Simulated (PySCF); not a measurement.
## Field gradients at the hydrogen positions

Compound: trimethylsilane, C3H10Si.
Geometry (PBE0-D3(BJ)/def2-TZVP, Å), atoms numbered from 1 in this order:
```
atom  x, y, z in Å
C1    -0.4187    1.6494   -0.5157
Si2   -0.0887    0.0909    0.4700
C3    -1.2281   -1.2883   -0.0858
C4     1.7019   -0.4272    0.2786
H5    -1.4553    1.9765   -0.4047
H6    -0.2318    1.4815   -1.5801
H7     0.2280    2.4669   -0.1872
H8    -0.3503    0.3742    1.9136
H9    -1.0940   -2.1808    0.5305
H10   -1.0255   -1.5650   -1.1243
H11   -2.2765   -0.9878   -0.0170
H12    1.9480   -0.5923   -0.7741
H13    2.3767    0.3416    0.6641
H14    1.9063   -1.3539    0.8200
```

Level: PBE0/pcSseg-2 (PySCF, non-relativistic); Q(2H) = 0.00286 b; rigid geometry, the same for H and D, with no vibrational averaging.

Problem. What are Vzz, η and χzz (234.96 MHz × Q × Vzz) at all hydrogens?

Solution. 
```tsv
atom	bonded to	bond length (Å)	Vzz (au)	η	χzz (kHz)
H5	C1	1.093	0.2916	0.02	196
H6	C1	1.094	0.2903	0.02	195
H7	C1	1.093	0.2912	0.02	196
H8	Si2	1.494	0.1346	0.00	90
H9	C3	1.093	0.2913	0.03	196
H10	C3	1.094	0.2904	0.02	195
H11	C3	1.093	0.2915	0.02	196
H12	C4	1.094	0.2905	0.02	195
H13	C4	1.093	0.2908	0.03	195
H14	C4	1.093	0.2919	0.02	196
```

Problem. Average by the element that carries the hydrogen.

Solution. on C: 196 kHz over 9 positions, mean bond length 1.093 Å; on Si: 90 kHz over 1 position, mean bond length 1.494 Å.

Problem. Give the 2H NMR doublet splittings at H11 for a magnetic field along the z, y and x axes of the gradient: 3χ/2, 3χ(1 + η)/4, 3χ(1 − η)/4.

Solution. With |χ| = 195.9 kHz and η = 0.025: 294, 151 and 143 kHz, to first order and without motion.

Geometry: PBE0-D3(BJ)/def2-TZVP; no solvent, vibrations or thermal averaging.

The run behind these numbers computed NMR shieldings as well. The run took 62 s wall, 2.4 min CPU (with the writing of density and orbital grids) on 2 threads, Intel Xeon at 2.70 GHz (x86_64), no GPU, shared host, and the process peaked at 2.0 GiB of memory.
